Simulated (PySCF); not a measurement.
This PySCF input asks for the NMR shieldings of C₄H₁₃AlO₂Si; the geometry comes from GFN2-xTB.

```python
import basis_set_exchange as bse
import numpy as np
from pyscf import gto, dft
from pyscf.prop import nmr

atoms = """
C     3.960792   -0.764836    0.094405
C     3.129552    0.135571   -0.400654
O     1.795804    0.083287   -0.202068
C     0.928073    1.164320   -0.704974
Al    0.039982   -0.406019    0.214500
O    -1.882261   -0.026718    0.199924
C    -2.462132   -1.157425    0.805782
Si   -2.871130    1.203845   -0.324001
H     3.588903   -1.579482    0.689640
H     5.017512   -0.708420   -0.084044
H     3.468828    0.972616   -1.004621
H     1.100515    1.257918   -1.786230
H     1.264130    2.105987   -0.248298
H     0.130957   -0.504623    1.785226
H    -0.095804   -1.736452   -0.620586
H    -3.043769   -0.872231    1.683327
H    -3.107753   -1.684662    0.102023
H    -1.647466   -1.815799    1.110376
H    -1.919409    2.145772   -0.877826
H    -3.798766    0.602779   -1.285833
H    -3.605477    1.674071    0.853459
"""
names = dict.fromkeys(["C", "O", "Al", "Si", "H"], "pcSseg-1")
basis = {el: gto.basis.parse(bse.get_basis(n, elements=[el], fmt="nwchem")) for el, n in names.items()}
mol = gto.M(atom=atoms, basis=basis, charge=0, verbose=0)
mf = dft.RKS(mol, xc="PBE0")
mf.grids.level = 2
mf.grids.alignment = dft.numint.BLKSIZE   # the property module wants whole blocks of grid points
mf.conv_tol = 1e-9
mf.kernel()

calc = nmr.RKS(mf)   # GIAO
C = mf.mo_coeff
Co = C[:, mf.mo_occ > 0]
resp = mf.gen_response(singlet=True, hermi=2)
def vind(x):   # induced exchange potential for any number of trial vectors
    d = np.einsum("pi,xij,qj->xpq", C, 2 * x.reshape(-1, C.shape[1], Co.shape[1]), Co, optimize=True)
    return np.einsum("xpq,pi,qj->xij", resp(d - d.transpose(0, 2, 1)), C, Co, optimize=True).ravel()
mo1, _ = nmr.rhf.solve_mo1(calc, with_cphf=vind)
sigma = calc.kernel(mo1)
for i, s in enumerate(sigma):   # ppm
    print("%2d %-2s %9.2f" % (i, mol.atom_pure_symbol(i), np.trace(s) / 3))
```

Q: Give the expected output.

A: 
```
 0 C      89.95
 1 C      23.37
 2 O     256.42
 3 C     118.80
 4 Al    498.24
 5 O     338.04
 6 C     132.75
 7 Si    372.16
 8 H      26.95
 9 H      27.29
10 H      25.40
11 H      28.13
12 H      28.04
13 H      28.04
14 H      28.08
15 H      28.44
16 H      28.39
17 H      26.72
18 H      26.47
19 H      26.90
20 H      26.90
```

These numbers come from an equivalent density-fitted implementation of the same equations, which agrees with the script to about 0.01 ppm for H and up to a few tenths of a ppm for heavy atoms, so last digits may differ.

Size and cost of the density-fitted run: 215 basis functions, 74 s wall time on 1 thread of an Arm Neoverse N1, shared host; peak memory 0.96 GiB.
